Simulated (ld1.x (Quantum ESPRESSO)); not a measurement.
Logarithmic derivatives: palladium, TM

- Element: palladium
- Generator: ld1.x (Quantum ESPRESSO) 7.5
- Type: norm-conserving Troullier–Martins (Kleinman–Bylander form)
- Functional: PBE
- Relativity: non-relativistic
- Frozen core: [Kr]
- Valence charge: 10
- Reference configuration: 4d10 5s0
- Partial waves: 5p channel at 0.3 Ry: rc 2.30 bohr; 4d (bound): rc 2.10 bohr; 5s (bound, empty): rc 2.40 bohr
- Local potential: the s channel
- Core correction: none

The phase is arctan(r·u′/u) with u = r·R(r), unwrapped; energies in Ry, scanned from -2 to 5 Ry. A pole is an energy at which the radial function vanishes at the test radius. The pseudo phase is shifted by a multiple of π to meet the all-electron one at the reference energy, and phase errors are pseudo minus all-electron; the curves can meet again beyond the range given. Levels narrower than the energy grid can be missing from the lists of poles.

For each channel, where are the poles, and over which energies does the pseudopotential scatter like the atom?

```
channel  radius (bohr)  reference energy (Ry)  poles, all-electron  poles, pseudo  unbroken range about the reference energy with phases within 0.05 rad  phase error 1 Ry above the reference energy (rad)
      s           2.59                  -0.21                 2.47           2.20                                                              below 2.9                                             -0.013
      p           2.59                   0.30                 3.59           3.23                                                              below 4.6                                             -0.029
      d           2.59                  -0.30                -0.01           0.01                                                              below 1.0                                             +0.032
```

Phases in the p channel:

| E (Ry) | all-electron | pseudo |
| --- | --- | --- |
| -2.00 | 1.303 | 1.291 |
| -1.76 | 1.284 | 1.273 |
| -1.52 | 1.262 | 1.253 |
| -1.28 | 1.236 | 1.228 |
| -1.04 | 1.204 | 1.197 |
| -0.80 | 1.163 | 1.157 |
| -0.56 | 1.110 | 1.105 |
| -0.32 | 1.037 | 1.033 |
| -0.08 | 0.931 | 0.929 |
| 0.16 | 0.768 | 0.768 |
| 0.40 | 0.504 | 0.503 |
| 0.64 | 0.091 | 0.084 |
| 0.88 | -0.404 | -0.424 |
| 1.12 | -0.795 | -0.823 |
| 1.36 | -1.041 | -1.070 |
| 1.60 | -1.194 | -1.223 |
| 1.84 | -1.295 | -1.323 |
| 2.08 | -1.366 | -1.394 |
| 2.32 | -1.418 | -1.446 |
| 2.56 | -1.459 | -1.488 |
| 2.80 | -1.492 | -1.522 |
| 3.04 | -1.520 | -1.550 |
| 3.28 | -1.544 | -1.576 |
| 3.52 | -1.565 | -1.599 |
| 3.76 | -1.585 | -1.621 |
| 4.00 | -1.603 | -1.642 |
| 4.24 | -1.620 | -1.663 |
| 4.48 | -1.637 | -1.684 |
| 4.72 | -1.655 | -1.707 |
| 4.96 | -1.672 | -1.731 |
